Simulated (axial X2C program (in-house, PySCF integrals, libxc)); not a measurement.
## WSi: properties at the nuclei

Calculated with an axial X2C code built on PySCF integrals: two-component X2C with atomic mean-field Coulomb and Gaunt terms, Gaussian nuclei, basis W dyall-cv3z, Si dyall-v3z with contracted cores.

R = 2.309 Å (near the PBE0 minimum at charge 0 of the determinant lowest at the starting distance; the state shown can have its own minimum elsewhere).

Input and command:
```json
{"zs": [74, 14], "q": 0, "bas": ["dyall-cv3z", "dyall-v3z"], "r0": 2.53, "levels": ["PBE0", "HF", "B3LYP", "TPSSh", "LDA"], "nst": 3}
```
```bash
python soeom.py task.json out
```

Keys: zs atomic numbers; q charge; bas basis sets; r0 starting distance in Å; levels methods; nst determinants followed.

Determinant lowest in the PBE0 search, Ω = 3 (⟨Sz⟩ = 1.96, ⟨Lz⟩ = 1.04 at PBE0), spin on the atoms W 2.14, Si -0.18:

| level | Eeff magnitude (GV/cm) | Ws magnitude W (kHz) | A∥/gI W (MHz) | qzz W (a.u.) | A∥/gI Si (MHz) | qzz Si (a.u.) | μ (D) |
| --- | --- | --- | --- | --- | --- | --- | --- |
| PBE0 | 21.7 | 6.52 | 1010 | -0.06 | 56.4 | -1.29 | -2.57 |
| HF | 37 | 11.3 | 978 | -1.00 | 61.5 | -1.66 | -3.19 |
| B3LYP | 15 | 4.29 | 866 | -0.04 | 50.1 | -1.21 | -2.10 |
| TPSSh | 19.9 | 5.99 | 990 | -0.16 | 48.7 | -1.22 | -2.48 |
| LDA | 15.4 | 4.64 | 961 | -0.75 | 43.5 | -1.13 | -1.72 |

Eeff is the effective electric field on the electron electric dipole moment in this Ω state and Ws the scalar–pseudoscalar constant of the nucleus named (defined with the proton number Z and per Ω); A∥ (defined per Ω) follows by multiplying with gI = μI/(I μN); qzz is the electric field gradient, eQq0 = 234.96 MHz × Q/barn × qzz; μ is positive if the Si end (last atom) is positive. The operators were transformed with the bare-nucleus X2C matrices; with these basis sets, hyperfine constants and field gradients can be off by tens of per cent, and where levels differ in sign neither size nor sign is settled.

(1) With gI(183W) = 0.2356, gI(29Si) = -1.1106 (g factors from the IAEA table of nuclear moments by Stone), turn the PBE0 values of the first state into constants in MHz.

Each state is one determinant with collinear spin, which with several unpaired electrons need not be a pure state. Unrestricted Hartree–Fock can overshoot spin polarisation at the nuclei. With several open shells hyperfine constants can be off by a factor of several. Where Eeff spreads by more than a factor of two the levels disagree and none is to be relied on. Open-shell Ω = 0 determinants with evenly filled partner blocks cannot be reached by this program, so the Ω shown need not be the lowest component. At HF a later determinant lies lower. States lie within half an eV, so the first need not be the ground state. Further determinants of the search, some of them spin-mixed, are not shown. Where a field gradient or hyperfine factor spreads by more than a factor of two over the levels, a constant derived from it is not to be relied on.

Answers

(1) A∥(183W) = 1010 × 0.2356 = 238 MHz; A∥(29Si) = 56.4 × -1.1106 = -62.6 MHz.
